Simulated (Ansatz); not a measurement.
C$_{2}$H$_{6}$Be, charge -1, doublet, at a GFN2-xTB geometry (such geometries of metal compounds can be far from the true shape) (a state made from the parent by changing its charge; the spin is typed, not shown lowest) (a gas-phase anion, which may not be bound at this level); B3LYP5/def2-SVPD run with Ansatz (a first-principles code).

The Ansatz input:
Ansatz 0.2 input:
```yaml
crystal:
  periodic: [false, false, false]
  atoms:
    - {symbol: Be, position_ang: [-0.49330245, 0.64118837, -0.51611087]}
    - {symbol: C, position_ang: [1.24574494, 0.06247317, -0.90022893]}
    - {symbol: H, position_ang: [1.26363474, -1.03342580, -1.01743396]}
    - {symbol: H, position_ang: [1.91122315, 0.26905777, -0.04599114]}
    - {symbol: H, position_ang: [1.79075906, 0.44963440, -1.78247158]}
    - {symbol: C, position_ang: [-1.12804535, -0.21545763, 1.02337050]}
    - {symbol: H, position_ang: [-1.11134760, -1.30872602, 0.88284988]}
    - {symbol: H, position_ang: [-2.13882794, 0.00278119, 1.41830932]}
    - {symbol: H, position_ang: [-0.44842916, -0.02616823, 1.87033152]}
basis:
  gaussian:
    orbitals: def2-SVPD
hamiltonian:
  xc: b3lyp5
total_charge: -1
magnetization: {spin_polarized: true, initial_magnetization: 1}
```

The log (banner, timings and long lists left out):

```
Functional definition: B3LYP5
874 factors; their error is unknown
mean field evaluation 1: about -2564.5421 eV, gradient 2.8e1 eV
mean field evaluation 2: about -2560.2176 eV, gradient 3.9e1 eV
mean field evaluation 4: about -2568.7281 eV, gradient 6.9e-1 eV
mean field evaluation 8: about -2568.7036 eV, gradient 1.9e-2 eV
mean field evaluation 16: about -2568.7036 eV, gradient 1.3e-5 eV
mean field -2568.70364363 eV, -94.3981177736 hartree, gradient 1.3e-5 eV, S^2 0.750811; 0 other end points of the search recorded, 0 dependent functions left out
reference -2568.70393730 eV, -94.3981285657 hartree; 12, 11 occupied and 88, 89 virtual orbitals, 874 factors
Total energy: -2568.70393730 eV, -94.3981285657 hartree
```
